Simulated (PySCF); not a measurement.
Job file and geometry (Å, from PBE0-D3(BJ)/def2-TZVP) of an NMR shielding run on SMILES O=C1CCCCC1, C₆H₁₀O, PySCF 2.14.0, density-fitted response routines, GIAO wB97X-D/pcSseg-2 NMR shielding, non-relativistic, gas phase; density fitting, a coarse starting grid and PySCF grid level 2 are the driver's defaults:

```
$ OMP_NUM_THREADS=2 python probes_run.py task.json out

{"job": {"kind": "nmr", "xc": "wB97X-D", "basis": "pcSseg-2", "pop": false}, "charge": 0, "multiplicity": 1}
O      2.608694     0.486606    -0.487266
C      1.509076     0.296937    -0.028746
C      0.521711     1.415719     0.200879
C     -0.849454     1.089325    -0.392042
C     -1.355916    -0.263745     0.084082
C     -0.361270    -1.365614    -0.247831
C      1.015001    -1.077397     0.352773
H      0.420245     1.541551     1.286838
H      0.939530     2.338202    -0.204212
H     -1.558457     1.880714    -0.135178
H     -0.773165     1.081699    -1.485275
H     -2.325275    -0.483367    -0.371772
H     -1.518763    -0.232351     1.168561
H     -0.722111    -2.334480     0.107075
H     -0.265169    -1.448368    -1.336494
H      1.761231    -1.813397     0.051478
H      0.939256    -1.103481     1.447804
```

Q: Write the output of this run.

A: 
```
coarse grid: 13808 points
cycle   1  E = -309.7592783302  dE =  1.251e+00  |g| = 8.439e-01  |ddm| = 2.683e+00
cycle   2  E = -309.5949937539  dE =  1.643e-01  |g| = 1.325e+00  |ddm| = 1.566e+00
cycle   3  E = -309.9018086834  dE = -3.068e-01  |g| = 7.901e-02  |ddm| = 1.049e+00
cycle   4  E = -309.9030530306  dE = -1.244e-03  |g| = 4.514e-02  |ddm| = 8.991e-02
cycle   5  E = -309.9035325901  dE = -4.796e-04  |g| = 7.533e-03  |ddm| = 3.913e-02
cycle   6  E = -309.9035491130  dE = -1.652e-05  |g| = 2.284e-03  |ddm| = 1.144e-02
cycle   7  E = -309.9035508918  dE = -1.779e-06  |g| = 8.875e-04  |ddm| = 4.431e-03
final grid: 132176 points
cycle   8  E = -309.9067025414  dE = -3.130e-04  |g| = 7.439e-03  |ddm| = 9.309e-02
cycle   9  E = -309.9067084296  dE = -5.888e-06  |g| = 5.839e-03  |ddm| = 1.430e-02
cycle  10  E = -309.9067161900  dE = -7.760e-06  |g| = 6.413e-04  |ddm| = 4.373e-03
cycle  11  E = -309.9067162714  dE = -8.143e-08  |g| = 5.264e-04  |ddm| = 1.033e-03
cycle  12  E = -309.9067163171  dE = -4.573e-08  |g| = 1.142e-04  |ddm| = 4.587e-04
cycle  13  E = -309.9067163202  dE = -3.092e-09  |g| = 3.300e-05  |ddm| = 1.366e-04
cycle  14  E = -309.9067163206  dE = -3.417e-10  |g| = 9.033e-06  |ddm| = 6.893e-05
converged SCF energy = -309.9067163206

GIAO shielding tensors (ppm)
atom      isotropic    diamagn.    paramagn.     s11        s22        s33       span
  0 O     -331.519     393.629    -725.148   -902.494   -408.571    316.507   1219.001
  1 C      -37.271     251.088    -288.359   -119.812    -96.492    104.491    224.303
  2 C      140.188     245.024    -104.836    126.936    131.360    162.268     35.332
  3 C      155.114     242.414     -87.301    143.970    152.143    169.228     25.258
  4 C      157.073     243.025     -85.952    151.538    157.791    161.890     10.352
  5 C      155.095     242.449     -87.355    144.018    152.072    169.195     25.177
  6 C      140.140     245.039    -104.899    126.993    131.411    162.015     35.022
  7 H       29.469      30.818      -1.349     26.909     27.741     33.756      6.846
  8 H       29.344      29.542      -0.198     25.792     27.967     34.274      8.482
  9 H       29.668      29.218       0.450     24.896     27.943     36.166     11.270
 10 H       30.100      31.232      -1.131     26.012     28.623     35.665      9.653
 11 H       29.844      29.656       0.189     25.505     27.936     36.092     10.587
 12 H       30.057      31.685      -1.628     26.149     28.579     35.443      9.295
 13 H       29.669      29.225       0.444     24.884     27.946     36.176     11.292
 14 H       30.104      31.257      -1.153     26.044     28.615     35.654      9.609
 15 H       29.349      29.547      -0.198     25.797     27.965     34.286      8.489
 16 H       29.467      30.830      -1.363     26.895     27.764     33.743      6.849
```

Q: Turn these shieldings into chemical shifts. Chemical shifts δ = σref − σ; H2O for ¹⁷O (328.24 ppm); ¹³C (186.29 ppm), ¹H (31.63 ppm) vs TMS, all at this level.

A: Averaging equivalent atoms: O 0: 659.8; C 1: 223.6; C 2/6: 46.1; C 3/5: 31.2; C 4: 29.2; H 7/8/15/16: 2.23; H 9/10/13/14: 1.75; H 11/12: 1.68 ppm. Unscaled 17O shifts of doubly bonded oxygen tend to come out too high, by tens of ppm or more. Experimental scales use liquid or dissolved standards, which lie at an offset from isolated H2O (liquid H2O: subtract about 36 ppm).

Size and cost of the density-fitted run: 392 basis functions, 3.3 min wall time (6.4 min CPU) on 2 threads of an Intel Xeon, shared host; peak memory 2.9 GiB.
